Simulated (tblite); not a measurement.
Compound: C₇H₁₁BO.
Atom-mapped SMILES: `[BH2:1][CH2:2][O:3]/[C:4]([C:5]#[CH:6])=[CH:7]/[CH2:8][CH3:9]` (hydrogens: H10, H11 on B1; H12, H13 on C2; H14 on C6; H15 on C7; H16, H17 on C8; H18, H19, H20 on C9)

Computed with GFN2-xTB (tblite), gas phase: L-BFGS steps from a force-field or distance-geometry start until the largest atomic force falls under 0.01 eV/Å.

Geometry at step 22:
```
atom  x, y, z in Å
B1      3.8877   -0.1134   -0.4406
C2      2.3447   -0.4076   -0.3031
O3      1.5509    0.7621   -0.4591
C4      0.1802    0.6826   -0.4437
C5     -0.3967    1.9453   -0.0993
C6     -0.8274    3.0235    0.2078
C7     -0.5828   -0.3853   -0.7085
C8     -2.0754   -0.3440   -0.6340
C9     -2.6352   -1.2774    0.4326
H10     4.2677    0.9888   -0.5026
H11     4.6287   -1.0165   -0.3803
H12     1.9920   -1.2353   -0.9436
H13     2.2196   -0.7791    0.7356
H14    -1.2132    3.9613    0.4870
H15    -0.1335   -1.3299   -0.9778
H16    -2.4909   -0.6267   -1.6026
H17    -2.3842    0.6780   -0.4198
H18    -3.6931   -1.0888    0.5747
H19    -2.5005   -2.3151    0.1474
H20    -2.1436   -1.1118    1.3847
```

Q: What forces act on the atoms?

A: 
```csv
atom,Fx (eV/Å),Fy (eV/Å),Fz (eV/Å)
B1,-0.097,-0.018,0.081
C2,-0.011,-0.027,0.071
O3,-0.006,-0.038,-0.053
C4,0.050,0.003,0.096
C5,0.074,-0.061,-0.052
C6,0.039,0.011,0.026
C7,0.105,0.099,0.096
C8,0.056,0.097,-0.124
C9,0.002,-0.031,0.067
H10,-0.017,-0.083,-0.057
H11,-0.071,0.045,-0.043
H12,0.089,0.247,0.017
H13,-0.069,-0.030,-0.098
H14,0.013,-0.098,-0.048
H15,-0.049,-0.030,0.058
H16,-0.055,-0.033,-0.098
H17,-0.050,0.070,0.011
H18,-0.146,-0.038,-0.051
H19,0.030,-0.115,0.001
H20,0.113,0.030,0.100
```

The largest, 0.26 eV/Å, acts on H12; the rms over all components is 0.073 eV/Å. The forces sum to zero within rounding, as they must for an isolated molecule in no field.

Q: Give the force on H12 in Eh/bohr and in nN.

A: 0.263 eV/Å ÷ 51.422 = 0.00512 Eh/bohr, and 0.263 eV/Å × 1.602 = 0.42 nN.

Q: How far is this geometry from the end of the optimisation?

A: 0.102 eV above it, and 0.273 Å rms away after alignment. The bonds farthest from their final lengths, with half the difference of the two atoms' forces along the bond (positive lengthens):

```csv
bond,now (Å),final (Å),force along bond (eV/Å)
B1–C2,1.577,1.570,-0.04
C2–H13,1.110,1.104,-0.08
C2–O3,1.422,1.416,0.00
C4–C5,1.430,1.424,-0.05
C8–C9,1.524,1.529,+0.12
O3–C4,1.373,1.369,-0.03
```

The angle farthest from its final value is B1–C2–H13, 104.7° against 109.6°.

What follows is the cost of the whole relaxation. The run took 1.4 s of wall time on an Arm Neoverse N1 with one thread, on a shared host.
